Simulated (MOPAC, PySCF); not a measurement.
[Mo(F)3(NH2)3], neutral singlet in the gas phase. 

Cartesian coordinates (Å):
```xyz
13

Mo    -0.0609     0.0425     0.0875
F     -0.7349     1.6352     0.8641
F     -0.0853     0.9758    -1.5496
F      0.5320    -0.4061     1.8192
N     -1.9533    -0.4889     0.2125
H     -2.4523    -1.3444    -0.0536
H     -2.6009     0.2031     0.6141
N     -0.0056    -1.7735    -0.6676
H     -0.8061    -2.4049    -0.7778
H      0.8491    -2.2203    -1.0115
N      1.8823     0.0848    -0.2549
H      2.5633    -0.3849     0.3572
H      2.2749     0.2541    -1.1910
```
Charge 0, spin multiplicity 1.

All levels are single points at this geometry (BP86-D3(BJ)/def2-SVP); Pople sets use spherical d functions. Orbital energies aren't observables, and empty levels follow the basis.

B3LYP-D3(BJ)/def2-TZVP in PySCF gives dipole (D) = 4.80.

Q: Estimate the dipole (D) from each of these levels: TPSSh-D3(BJ)/def2-TZVP in PySCF; B3LYP/6-31G* (LANL2DZ on Mo) in PySCF; PBE/6-31G* (LANL2DZ on Mo) in PySCF; HF/6-31G* (LANL2DZ on Mo) in PySCF; PM7 in MOPAC.

A: 
```tsv
level	dipole (D)
TPSSh-D3(BJ)/def2-TZVP in PySCF	4.68
B3LYP/6-31G* (LANL2DZ on Mo) in PySCF	4.86
PBE/6-31G* (LANL2DZ on Mo) in PySCF	4.54
HF/6-31G* (LANL2DZ on Mo) in PySCF	5.45
PM7 in MOPAC	6.66
```
